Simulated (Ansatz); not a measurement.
`[SiH3]C[SiH2][SeH]` + `N[SiH2]CF` → `N[SiH2][SiH2][SeH]` + `FCC[SiH3]`  (redistribution)

Isolated molecules relaxed with PBE0-D4/def2-TZVP in Ansatz; ΔE leaves out vibrations. CBS: MP2 limit from def2 TZ/QZ plus the TZ coupled-cluster correction, frozen cores. DFT in def2-TZVPP. B3LYP here is the variant with VWN-RPA as its local correlation; programs differ in this. For Se outer-core shells are correlated without core-valence functions, which leaves a few kJ/mol of doubt a bond. Scalar relativity is left out up to krypton. One conformer a species, not always the lowest.

`[SiH3]C[SiH2][SeH]`:

Z-matrix (Å, degrees):
```
Si
C 1 1.878
H 1 1.484 2 110.7
H 1 1.489 2 109.9 3 119.8
H 1 1.487 2 110.3 3 -120.8
Si 2 1.865 1 114.3 3 79.3
H 2 1.096 1 109.2 3 -160.0
H 2 1.095 1 109.0 3 -43.6
Se 6 2.284 2 112.5 1 -47.4
H 6 1.485 2 110.5 1 67.5
H 6 1.486 2 110.8 1 -171.1
H 9 1.470 6 93.2 2 -62.0
```

`N[SiH2]CF`:

Cartesian coordinates in Å:
```
N 0.311 -0.811 1.363
Si 0.687 0.240 0.058
C -0.785 0.225 -1.127
F -1.927 0.649 -0.441
H 1.039 -1.120 1.987
H -0.552 -0.669 1.864
H 0.951 1.663 0.424
H 1.891 -0.289 -0.637
H -0.635 0.893 -1.981
H -0.980 -0.782 -1.510
```

`N[SiH2][SiH2][SeH]`:

```xyz
11

N    -0.007    0.242    1.824
Si    0.835   -0.572    0.567
Si    0.210    0.529   -1.397
Se   -2.080    0.732   -1.350
H     0.159    0.020    2.792
H    -0.966    0.510    1.663
H     0.512   -2.024    0.386
H     2.297   -0.493    0.835
H     0.652   -0.165   -2.637
H     0.676    1.940   -1.443
H    -2.287   -0.719   -1.240
```

`FCC[SiH3]`:

Cartesian coordinates in Å:
```
F -0.794 -1.739 0.648
C -0.457 -0.527 1.234
C 0.571 0.191 0.394
Si 0.068 0.419 -1.409
H -1.378 0.059 1.322
H -0.085 -0.749 2.239
H 0.742 1.184 0.827
H 1.529 -0.337 0.435
H 0.083 -0.864 -2.155
H -1.299 1.005 -1.474
H 1.020 1.358 -2.060
```

| level | ΔE (kJ/mol) | difference from CCSD(T)/CBS |
| --- | --- | --- |
| PBE-D4 | 13.8 | -11.8 |
| r2SCAN-D4 | 21.9 | -3.7 |
| PBE0-D4 | 16.2 | -9.4 |
| B3LYP-D4 | 22.8 | -2.8 |
| ωB97X-V | 22.4 | -3.2 |
| ωB97M-V | 30.7 | 5.1 |
| B2PLYP | 24.8 | -0.8 |
| PBE | 12.7 | -12.9 |
| r2SCAN | 21.7 | -3.9 |
| PBE0 | 15.3 | -10.3 |
| B3LYP | 21.0 | -4.6 |
| HF/def2-TZVPP | 24.2 | -1.4 |
| MP2/def2-TZVPP | 31.0 | 5.4 |
| SCS-MP2/def2-TZVPP | 29.4 | 3.8 |
| CCSD/def2-TZVPP | 24.4 | -1.2 |
| CCSD(T)/def2-TZVPP | 24.1 | -1.5 |
| HF/def2-QZVPP | 25.2 | -0.4 |
| MP2/def2-QZVPP | 32.2 | 6.6 |
| SCS-MP2/def2-QZVPP | 30.6 | 5.0 |
| HF/CBS(def2) | 25.3 | -0.3 |
| MP2/CBS(def2) | 32.5 | 6.9 |
| CCSD/CBS(def2) | 25.9 | 0.3 |
| CCSD(T)/CBS | 25.6 | 0 |

Largest T1 diagnostic among the species: 0.011.
